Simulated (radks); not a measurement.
The numbers below are computed, except where a source is named.
Task: The mean radii <r> (bohr) of the occupied orbitals of an atom or ion are listed with their occupations. Code: a radial shooting solver on a logarithmic mesh with Libxc functionals. Model: scalar-relativistic Kohn-Sham, PBEsol, spin-polarised, spherical densities, finite nucleus; Fermi nuclear charge, rms radius of each element as measured or else 0.836 A^(1/3) + 0.57 fm.

| orbital | occ. | <r> |
|---|---|---|
| 1s | 2 | 0.09697 |
| 2s | 2 | 0.4776 |
| 2p | 6 | 0.4398 |
| 3s | 2 | 1.467 |

Name the element and its charge. Open shells, if any, are filled with parallel spins first.

Result: Z = 16, sulfur, charge +4: S4+ in [Ne] 3s2. The 1s radius gives Z: for a bare nucleus <r> = (2 gamma + 1)/(2Z) with gamma = sqrt(1 - (Z/c)^2), 0.09332 bohr for Z = 16, and screening makes it slightly larger (0.09697 here). The occupations add up to 12, and the charge is Z minus that.
